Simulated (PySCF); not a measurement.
1,3-dibromopropa-1,2-diene (C₃H₂Br₂), SMILES C(Br)=C=CBr. The structure is a stationary point at PBE-D3(BJ)/def2-SVP.

Computed equilibrium geometry at PBE-D3(BJ)/def2-SVP (PySCF confirms it by a frequency run) as Cartesian coordinates in Å, and its point group:
point group C2.
```xyz
7

Br    -2.6094     0.0651     0.2661
C     -1.1980    -0.5397    -0.8661
C      0.0000     0.0000    -0.8685
C      1.1980     0.5397    -0.8661
Br     2.6094    -0.0651     0.2661
H     -1.4963    -1.3806    -1.5122
H      1.4963     1.3806    -1.5122
```
Charge 0, spin multiplicity 1.
